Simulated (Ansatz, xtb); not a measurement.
## CH2OSe: where a starting geometry ends

The starting geometry of this gas-phase singlet has its atoms placed at random.

```xyz
5

C     0.8528    0.6921    1.1912
O    -0.3464    0.0125    1.6758
Se   -0.5726    0.9169    0.1060
H     0.3065    0.0298   -0.3284
H     0.9546    1.6848    0.4466
```

Problem. One run relaxed it with r2SCAN-D4/def2-SVP. What is a likely outcome?

Solution. It ends as `C1O[Se]1`. Distances that change by over a tenth: C1–H5 (1.25 → 1.10 Å). Contacts that open: Se3–H4 (1.32 → 2.61 Å), Se3–H5 (1.74 → 2.61 Å). Contacts that close: C1–H4 (1.75 → 1.10 Å).

The energy falls by 8.13 eV over 12 steps:

```csv
step,E − E(last) (eV)
1,8.129
2,5.111
3,3.609
5,1.652
6,0.879
7,0.212
8,0.030
10,0.002
11,0.000
12,0.000
```

Final geometry (Å):

```
atom    x (Å)    y (Å)    z (Å)
   C   0.5621   0.6729   0.5852
   O  -0.2541   0.2327   1.5893
  Se  -1.3149   0.9255   0.1589
   H   1.0757  -0.0961  -0.0138
   H   1.1261   1.6009   0.7715
```

From the same start GFN2-xTB reaches the same bonding as this run.

From so rough a start the end depends on the optimiser's path, so another program may land elsewhere. The end wasn't checked by frequencies. Run with Ansatz 0.2.0, 15 s on 2 threads of Arm Neoverse V1, on a shared host.
